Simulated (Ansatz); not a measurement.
Molecule: CH$_{7}$BO$_{2}$Si (charge 0, singlet). 
Structure (B3LYP-D3(BJ)/def2-TZVP (Ansatz, a quantum-chemistry and plane-wave program) minimum search):
```
Si
H 1 1.4863
H 1 1.4863 2 107.24
C 1 1.8886 2 109.17 3 -118.15
H 4 1.0911 1 111.28 2 58.47
H 4 1.0928 5 107.45 1 -121.93
H 4 1.0928 5 107.45 6 -116.15
B 1 2.0350 2 110.24 3 120.03
O 8 1.3612 1 119.04 2 -59.10
H 9 0.9670 8 112.88 1 180.00
O 8 1.3731 9 117.44 10 0.00
H 11 0.9610 8 114.50 9 -180.00
```

Basis-set convergence of Hartree-Fock and CCSD correlation energies (hartree) with Ansatz. Correlated levels leave the core frozen unless marked. No spin-orbit coupling. No relativistic terms.

```tsv
basis	functions	E(HF)	E(corr, CCSD)
aug-cc-pV(D+d)Z	187	-505.43176	-0.79369
aug-cc-pV(T+d)Z	400	-505.50263	-0.94094
aug-cc-pV(Q+d)Z	731	-505.51985	-0.98779
```

Extrapolating the two largest sets (X = 3 and 4) as X^-3: E(corr) = (64·(-0.98779) - 27·(-0.94094))/37 = -1.0220 Eh, an estimate of the basis-set limit. The largest set recovers 96.7 % of it, the smallest 77.7 %.
